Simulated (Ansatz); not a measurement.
Reaction (substitution at a C–Si bond): `C[Si](C)(F)S` + `OCS` → `CSCO` + `C[SiH](F)S`

Isolated molecules relaxed with PBE0-D4/def2-TZVP in Ansatz; ΔE leaves out vibrations. CCSD(T)/CBS is the MP2 limit (def2-TZVPP, def2-QZVPP) plus CCSD(T) − MP2 in def2-TZVPP, frozen cores. Functionals use def2-TZVPP. One conformer a species, not always the lowest.

| species | r2SCAN energy (Eh) |
| --- | --- |
| `C[Si](C)(F)S` | -868.04095 |
| `OCS` | -513.88442 |
| `CSCO` | -553.19305 |
| `C[SiH](F)S` | -828.71896 |

(1) Work out ΔE.

Largest T1 diagnostic among the species: 0.011.

Answers

(1) ΔE = (-553.19305) + (-828.71896) − (-868.04095) − (-513.88442) = 0.01336 Eh = +0.36 eV. CCSD(T)/CBS gives +0.38 eV.

At CCSD(T), def2-SVP lies −0.05 eV from the extrapolated value and def2-TZVPP +0.01 eV. Leaving LDA and LC-ωPBE aside and taking each functional with its dispersion term where it has one, the values, not all of them listed here, spread over 0.08 eV, from revPBE-D4 to B97M-V. From PBE to PBE0 (25 % exact exchange), in def2-TZVPP and without D4, ΔE moves by +0.04 eV.
